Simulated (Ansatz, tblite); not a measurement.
Cost and result up the ladder for the cluster SnPt2⁺ (the lowest doublet isomer of a short search) (3 atoms). The state is a doublet with charge 1. Geometry: r2SCAN-D4/def2-TZVP.

```xyz
3

Pt    0.7844    1.1335    0.3236
Pt    0.2587   -0.5709   -1.2696
Sn   -1.0431   -0.5625    0.9460
```

Ansatz on 4 threads of Arm Neoverse V2 on a shared host; xTB runs through tblite on one thread. Times are rough, summed over both states, and most runs start from the orbitals of an earlier one. B2PLYP/def2-TZVP serves as the yardstick here, not as an exact answer. The other state is a quartet at its own geometry.

In the def2 sets Pt, Sn take a core potential; there is no spin–orbit coupling. The xTB rows come from tblite. HSE06 is defined as in plane-wave codes, on full-range PBE exchange. Correlated methods freeze 4 core orbitals; core or outer-core shells of Pt, Sn are correlated, in sets that lack core-valence functions. In CCSD on the charge 1 quartet the largest single amplitude is 0.37, so its Hartree–Fock determinant may place the open shell otherwise than the density functionals do. HOMO above LUMO, or a gap near zero within one spin, warns that the state may not be the lowest or that an electron is smeared out. The structure comes from a short search, and lower isomers may exist.

Run but left out: HF/def2-TZVP, MP2/def2-TZVP (doublet: ⟨S²⟩ 1.19, where a pure state has 0.75).

Second-order perturbation terms are unreliable where d shells bring near-degenerate states, and here B2PLYP/def2-TZVP lies more than 0.4 eV from the median of the functionals without such a term.

Correlated methods converge slowly with the basis.

xTB has no spin-polarisation term.

```
                          level  functions  wall time
                       GFN1-xTB         27    0.004 s
                       GFN2-xTB         27    0.007 s
          LDA (SPW92)/def2-TZVP        130        3 s
               PBE-D4/def2-TZVP        130        6 s
              RPA@PBE/def2-TZVP        130       11 s
            r2SCAN-D4/def2-TZVP        130       13 s
PBE0-D4/def2-TZVP (with forces)        130       16 s
             HSE06-D4/def2-TZVP        130       18 s
               B2PLYP/def2-TZVP        130       25 s
               B97M-V/def2-TZVP        130       32 s
           r2SCANh-D4/def2-TZVP        130       34 s
              CCSD(T)/def2-TZVP        130    5.6 min
```

(1) Estimate what each level gives for the quartet − doublet (eV).

Answers

(1) 
```tsv
level	quartet − doublet (eV)	difference from B2PLYP/def2-TZVP (eV)	remarks
GFN1-xTB	1.58	-0.20	–
GFN2-xTB	0.96	-0.82	–
LDA (SPW92)/def2-TZVP	1.17	-0.61	gap within one spin near zero (quartet)
PBE-D4/def2-TZVP	1.11	-0.67	–
RPA@PBE/def2-TZVP	0.96	-0.82	–
r2SCAN-D4/def2-TZVP	1.02	-0.76	–
PBE0-D4/def2-TZVP (with forces)	1.19	-0.59	–
HSE06-D4/def2-TZVP	1.18	-0.60	–
B2PLYP/def2-TZVP	1.78	0.00	–
B97M-V/def2-TZVP	1.13	-0.65	–
r2SCANh-D4/def2-TZVP	1.04	-0.74	–
CCSD(T)/def2-TZVP	1.12	-0.66	large T1 (0.073) (doublet), large T1 (0.080) (quartet), spin-contaminated (⟨S²⟩ 1.19) (doublet)
```
